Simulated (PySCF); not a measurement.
BFI₂, SMILES B(I)(I)F.

The structure is a stationary point at PBE0-D3(BJ)/def2-SVP. The def2 effective core potentials stand for the cores of I; spin–orbit coupling is left out.

Computed with TDA-LC-ωPBE/def2-SVPD in PySCF 2.14.0.

Vertical excitations.  State labels are in the subgroup C2v.

```csv
state,symmetry,energy (eV),λ (nm),f,main pairs
S1,A2,5.10,243,0.000,HOMO→LUMO 98 %
S2,B2,5.78,214,0.125,HOMO−1→LUMO 82 %
S3,B1,5.87,211,0.001,HOMO−2→LUMO 98 %
S4,B2,6.18,201,0.103,"HOMO→LUMO+1 56 %, HOMO→LUMO+3 14 %, HOMO−1→LUMO 11 %"
S5,A2,6.31,197,0.000,"HOMO−1→LUMO+1 55 %, HOMO−4→LUMO 17 %, HOMO−1→LUMO+3 13 %"
S6,A2,6.51,191,0.000,HOMO−4→LUMO 79 %
S7,A1,6.62,187,0.023,HOMO−3→LUMO 76 %
S8,A1,6.77,183,0.008,"HOMO−2→LUMO+1 47 %, HOMO−3→LUMO 14 %, HOMO−2→LUMO+3 9 %, HOMO→LUMO+2 8 %"
S9,B1,6.96,178,0.003,"HOMO−3→LUMO+1 56 %, HOMO−3→LUMO+3 12 %, HOMO−3→LUMO+8 8 %"
S10,B2,7.57,164,0.040,"HOMO→LUMO+3 47 %, HOMO→LUMO+4 28 %, HOMO→LUMO+1 9 %"
T1,A2,4.93,251,0,HOMO→LUMO 97 %
T2,B2,5.04,246,0,HOMO−1→LUMO 97 %
T3,B2,5.43,228,0,"HOMO→LUMO+1 60 %, HOMO→LUMO+3 18 %, HOMO→LUMO+8 10 %"
T4,A1,5.51,225,0,HOMO−3→LUMO 96 %
```
Triplets are in the Tamm–Dancoff approximation.
